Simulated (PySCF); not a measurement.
BI2 (SMILES I[B]I), doublet, at a GFN2-xTB geometry (core potentials on I). Base run: DF-PBE0/def2-TZVP in PySCF.

Here is a job for PySCF.
```python
from pyscf import gto, scf, dft

mol = gto.M(
    atom='''
I    -1.861380   -0.099491    0.055669
B    -0.027023    0.880628    0.012459
I     1.863929    0.016413   -0.056844
''',
    basis='def2-tzvp',
    ecp={'I': 'def2-tzvp'},
    charge=0,
    spin=1,
    verbose=4,
)

mf = dft.UKS(mol)
mf.xc = 'pbe0'
mf = mf.density_fit(auxbasis='def2-universal-jkfit')
mf.kernel()
mf.analyze()
```

Each row names what was changed in the base input (with any setting that the change needs).

```csv
change,basis functions,E (Eh),HOMO (eV),dipole (D),core-seconds (rough)
base,131,-620.24251,-6.03,0.62,10
basis = LANL2DZ,(withheld),(withheld),(withheld),(withheld),3
basis = def2-SV(P),66,-620.19788,-6.01,0.78,5
basis = def2-SVP,66,-620.19788,-6.01,0.78,6
basis = def2-SVPD,90,-620.20037,-6.07,0.65,8
basis = def2-TZVPP,131,-620.24251,-6.03,0.62,10
basis = def2-TZVPD,(withheld),(withheld),(withheld),(withheld),10
basis = def2-QZVP,221,-620.24587,-6.03,0.61,20
basis = def2-QZVPP,221,-620.24587,-6.03,0.61,20
```

### Question
Some entries are withheld; supply them.

### Answer

- basis = LANL2DZ, basis functions: 25
- basis = LANL2DZ, E (Eh): -47.54703
- basis = LANL2DZ, HOMO (eV): -6.13
- basis = LANL2DZ, dipole (D): 0.85
- basis = def2-TZVPD, basis functions: 155
- basis = def2-TZVPD, E (Eh): -620.24278
- basis = def2-TZVPD, HOMO (eV): -6.04
- basis = def2-TZVPD, dipole (D): 0.60

Totals compare only among sets that treat the same electrons; sets with core potentials leave the core out.

Open shells are given as the SCF converged; they aren't shown to be the lowest states, and a large step between rows can be another state.
